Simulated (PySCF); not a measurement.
C10H16F6S4: Orbital levels and atomic charges

System: C10H16F6S4 (one of a series of oligomers), SMILES FC(F)(F)CCSCCSCCSCCSC(F)(F)F.

Cartesian coordinates (Å):
```
  1 F    -7.1495    0.7361   -2.2802
  2 C    -6.5285    0.7102   -1.0932
  3 F    -6.0431    1.9463   -0.8890
  4 F    -7.4763    0.5158   -0.1661
  5 C    -5.4400   -0.3447   -1.0415
  6 C    -4.7537   -0.3365    0.3205
  7 S    -3.4616   -1.6159    0.4413
  8 C    -2.0938   -0.7521   -0.4217
  9 C    -0.8478   -1.6079   -0.3701
 10 S     0.5374   -0.8461   -1.2718
 11 C     0.9039    0.6254   -0.2544
 12 C     1.2833    0.3221    1.1821
 13 S     2.5430   -0.9850    1.3847
 14 C     3.9295   -0.3524    0.3911
 15 C     4.5364    0.8763    1.0328
 16 S     5.7928    1.6808   -0.0266
 17 C     7.1565    0.4863    0.1698
 18 F     7.3049    0.1051    1.4399
 19 F     8.2982    1.0296   -0.2292
 20 F     6.9671   -0.6272   -0.5447
 21 H    -5.8994   -1.3168   -1.2314
 22 H    -4.7323   -0.1247   -1.8437
 23 H    -5.4700   -0.5692    1.1084
 24 H    -4.2970    0.6321    0.5268
 25 H    -2.3873   -0.5744   -1.4567
 26 H    -1.9466    0.2011    0.0889
 27 H    -0.5338   -1.8104    0.6529
 28 H    -1.0146   -2.5582   -0.8763
 29 H     0.0402    1.2911   -0.2789
 30 H     1.7208    1.1134   -0.7854
 31 H     0.4301   -0.0597    1.7420
 32 H     1.6340    1.2295    1.6761
 33 H     4.6374   -1.1800    0.3584
 34 H     3.5752   -0.1530   -0.6193
 35 H     4.9910    0.6507    1.9971
 36 H     3.7936    1.6626    1.1674
```

Method: PBE0/6-31G*, gas phase, PySCF, fitting set def2-universal-JFIT up to Ne and JKFIT beyond, grid level 1.

(1) Give the orbital energies near the gap.

(2) Give the partial charges of the non-hydrogen atoms.

Answers

(1) 
```json
{"orbital": "HOMO-4", "eV": "-8.74"}
{"orbital": "HOMO-3", "eV": "-7.48"}
{"orbital": "HOMO-2", "eV": "-6.90"}
{"orbital": "HOMO-1", "eV": "-6.71"}
{"orbital": "HOMO", "eV": "-6.35"}
{"orbital": "LUMO", "eV": "0.19"}
{"orbital": "LUMO+1", "eV": "0.65"}
{"orbital": "LUMO+2", "eV": "0.92"}
{"orbital": "LUMO+3", "eV": "1.04"}
```

(2) 
```
atom  Mulliken    IAO  Hirshfeld
  F1     -0.31  -0.28      -0.10
  C2      0.95   0.81       0.25
  F3     -0.31  -0.29      -0.10
  F4     -0.30  -0.28      -0.09
  C5     -0.46  -0.31      -0.08
  C6     -0.54  -0.34      -0.06
  S7      0.13   0.05      -0.06
  C8     -0.48  -0.33      -0.06
  C9     -0.52  -0.34      -0.05
 S10      0.14   0.08      -0.05
 C11     -0.51  -0.34      -0.06
 C12     -0.51  -0.35      -0.06
 S13      0.14   0.07      -0.05
 C14     -0.50  -0.34      -0.06
 C15     -0.53  -0.34      -0.06
 S16      0.12   0.08      -0.05
 C17      0.74   0.71       0.24
 F18     -0.28  -0.27      -0.08
 F19     -0.28  -0.26      -0.08
 F20     -0.28  -0.27      -0.09
```
